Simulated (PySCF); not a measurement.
# BAs⁻: frontier orbitals

B97-3 at R = 1.799 Å; PySCF, no relativity, basis sets B def2-SVPD, As def2-SVPD. State: ²Σ⁺ (doublet), unpaired electrons σ ↑. Only the outer orbitals are listed, counted within each symmetry.

| spin | orbital | occ. | ε (eV) | on B (%) | main shells (%) |
| --- | --- | --- | --- | --- | --- |
| α | 8σ | 1 | -10.28 | 33 | 65 As s, 25 B s |
| α | 9σ | 1 | -4.04 | 55 | 48 B s, 27 As p, 18 As s |
| α | 10σ | 1 | -0.92 | 62 | 52 B p, 26 As p, 10 As s |
| α | 4π | 1 | -0.30 | 45 | 56 As p, 44 B p |
| α | 4π | 1 | -0.30 | 45 | 56 As p, 44 B p |
| α | 5π | 0 | 4.94 | 55 | 33 B p, 26 As d, 23 B d |
| α | 5π | 0 | 4.94 | 55 | 33 B p, 26 As d, 23 B d |
| β | 8σ | 1 | -9.93 | 30 | 69 As s, 22 B s, 8 B p |
| β | 9σ | 1 | -3.00 | 43 | 43 B s, 36 As p, 20 As s |
| β | 4π | 1 | -0.16 | 35 | 66 As p, 33 B p |
| β | 4π | 1 | -0.16 | 35 | 66 As p, 33 B p |
| β | 10σ | 0 | 2.40 | 87 | 62 B s, 19 B p, 15 As p |
| β | 5π | 0 | 5.28 | 59 | 33 As d, 31 B p, 28 B d |
| β | 5π | 0 | 5.28 | 59 | 33 As d, 31 B p, 28 B d |

Q: Which are the highest filled and the lowest empty level, where do they sit, and how wide is the gap?

A: Highest filled β 4π at -0.16 eV (in %: 66 As p, 33 B p); lowest empty β 10σ at 2.40 eV (in %: 62 B s, 19 B p, 15 As p); the gap at B97-3 is 2.56 eV. An empty level above zero is unbound, and its energy depends on the basis.

```json
{
 "bond order (Mayer)": "2.95",
 "⟨S²⟩": "0.777",
 "charge on B (Mulliken, basis-dependent)": "-0.86",
 "charge on B (Löwdin, basis-dependent)": "-0.94",
 "dipole moment (positive dipole points towards As; it is taken about the centre of mass and depends on that origin)": "2.46 D"
}
```

Spin–orbit coupling is left out. The state was picked by a PBE0 search and need not be the measured ground state.
